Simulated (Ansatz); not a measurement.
Geometry optimisation, RKS PBE0-D4/def2-SVP (Ansatz).

The input (input.yaml):

```yaml
crystal:
  periodic: [false, false, false]
  atoms:
    - { symbol: C, position_ang: [-0.3156, 0.27, 1.5406] }
    - { symbol: C, position_ang: [0.5547, 0.31, 0.3086] }
    - { symbol: Si, position_ang: [1.1224, -1.4242, -0.0804] }
    - { symbol: B, position_ang: [-0.0955, 0.9337, -0.9805] }
    - { symbol: "N", position_ang: [-1.4127, 0.2541, -1.5737] }
    - { symbol: F, position_ang: [0.3896, 2.1061, -1.6229] }
    - { symbol: H, position_ang: [-0.6867, 1.3497, 1.7495] }
    - { symbol: H, position_ang: [-1.21, -0.3208, 1.3571] }
    - { symbol: H, position_ang: [0.1903, -0.0369, 2.4628] }
    - { symbol: H, position_ang: [1.4511, 0.9381, 0.5589] }
    - { symbol: H, position_ang: [1.8602, -1.9595, 1.1229] }
    - { symbol: H, position_ang: [0.0225, -2.2802, -0.353] }
    - { symbol: H, position_ang: [2.015, -1.3683, -1.2379] }
    - { symbol: H, position_ang: [-1.7282, 0.8273, -2.3759] }
    - { symbol: H, position_ang: [-2.1789, 0.35, -0.8466] }
basis:
  gaussian: { orbitals: def2-SVP }
hamiltonian:
  xc: pbe0
  dispersion: d4
relax:
  f_tol: 0.015
  max_steps: 40
```

Launched with:

```bash
$ ansatz run input.yaml --threads 2 --pin off --max-ram 3072MiB --backend cpu --events-out ev --progress --plain --runs-dir out
```

Problem. Where does it end, and by what steps?

Solution. It converged. After 19 steps the energy has fallen by 1.268 eV; F6 moved furthest, 1.16 Å.

```tsv
step	energy less start (eV)	largest force component (eV/Å)	accepted
0	0.0000	2.796	yes
1	-0.6938	2.889	yes
2	-0.9598	1.734	yes
3	-1.1088	1.021	yes
4	-1.2362	0.405	yes
5	-1.2447	0.241	yes
6	-1.2526	0.091	yes
7	-1.2552	0.109	yes
8	-1.2571	0.171	yes
9	-1.2589	0.170	yes
10	-1.2602	0.204	yes
11	-1.2626	0.157	yes
12	-1.2654	0.071	yes
13	-1.2669	0.046	yes
14	-1.2674	0.089	yes
15	-1.2674	0.159	no
16	-1.2679	0.040	yes
17	-1.2680	0.039	yes
18	-1.2681	0.016	yes
19	-1.2681	0.009	yes
```

```xyz
15
Properties=species:S:1:pos:R:3
C -0.463 0.220 1.464
C 0.487 0.288 0.266
Si 1.339 -1.375 -0.040
B -0.168 0.785 -1.075
N -1.545 0.929 -1.265
F 0.636 1.085 -2.114
H -0.939 1.195 1.661
H -1.272 -0.512 1.297
H 0.049 -0.084 2.390
H 1.323 0.983 0.476
H 2.006 -1.848 1.215
H 0.324 -2.406 -0.433
H 2.364 -1.277 -1.121
H -1.936 1.234 -2.147
H -2.228 0.734 -0.548
```

Run time: 56 s on 2 threads of Intel(R) Xeon(R) 6975P-C (Granite Rapids), on a shared host, peak memory 0.4 GiB.
